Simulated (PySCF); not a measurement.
**Dipole polarisabilities along group 14, charge +1**

Calculated with PySCF 2.14 for the ground configurations, without spin-orbit coupling: coupled response for Hartree-Fock and DFT. Mean α in bohr³, C₆ of like pairs in atomic units.

```tsv
species	α UHF	α PBE	α PBE0	C₆ UHF	C₆ PBE	C₆ PBE0
C⁺ [He] 2s2 2p1 (x2c-QZVPPall with one added diffuse shell each of s, p, d, f type, spin-free X2C)	6.295	6.081	6.063	14.93	14.61	14.51
Si⁺ [Ne] 3s2 3p1 (x2c-QZVPPall with one added diffuse shell each of s, p, d, f type, spin-free X2C)	19.48	19.04	19.01	104.6	100.5	100.5
Ge⁺ [Ar] 3d10 4s2 4p1 (x2c-QZVPPall with one added diffuse shell each of s, p, d, f type, spin-free X2C)	19.85	18.91	18.95	118.0	109.4	110.2
Sn⁺ [Kr] 4d10 5s2 5p1 (x2c-QZVPPall with one added diffuse shell each of s, p, d, f type, spin-free X2C)	29.03	27.29	27.37	231.6	211.6	213.4
```

The values depend on the diffuse functions of the basis.
